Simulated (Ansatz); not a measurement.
The same path of C2H6AlFO2 (12 atoms, charge 0, multiplicity 1) was run twice with different band settings. The coordinate that changes most is the dihedral H8–C1–O2–C3.

Theory: RKS CAM-B3LYP-D4/def2-SVP in Ansatz.

Relaxed end points:

```xyz
12
Properties=species:S:1:pos:R:3
C 0.968 -0.019 1.290
O 0.298 -0.156 0.046
C -1.061 -0.694 -0.016
F -1.756 -0.086 0.986
O -1.450 -0.358 -1.221
Al -0.047 0.685 -1.722
H 1.114 -1.011 1.743
H 0.387 0.621 1.968
H 1.945 0.434 1.085
H -1.033 -1.776 0.218
H 0.908 0.057 -2.809
H -0.196 2.246 -1.534
```

```xyz
12
Properties=species:S:1:pos:R:3
C 0.967 -0.063 1.289
O 0.277 -0.194 0.055
C -1.140 -0.554 0.025
F -1.742 0.200 0.987
O -1.492 -0.242 -1.199
Al 0.029 0.582 -1.760
H 1.996 0.235 1.055
H 0.979 -1.032 1.810
H 0.484 0.696 1.918
H -1.252 -1.613 0.324
H 0.886 -0.226 -2.811
H 0.085 2.157 -1.660
```

Common settings: spring 5.0 eV/Å²; optimiser quadratic models (default); start path through a guess of the saddle point; force threshold 0.03 eV/Å; end points relaxed.

| run | movable images | climbing image | iteration limit |
| --- | --- | --- | --- |
| 1 | 5 | yes | 60 |
| 2 | 8 | no | 57 |

What does each run give, and how far can it be trusted?

Run 1: converged after 18 iterations, highest image 0.033 eV above the first end. A vibrational analysis at the climbing image gives one clearly imaginary mode, 124i cm⁻¹: a first-order saddle point.
Run 2: converged after 18 iterations, highest image 0.033 eV above the first end. No image climbed, so the highest image needn't sit at the top of the path.
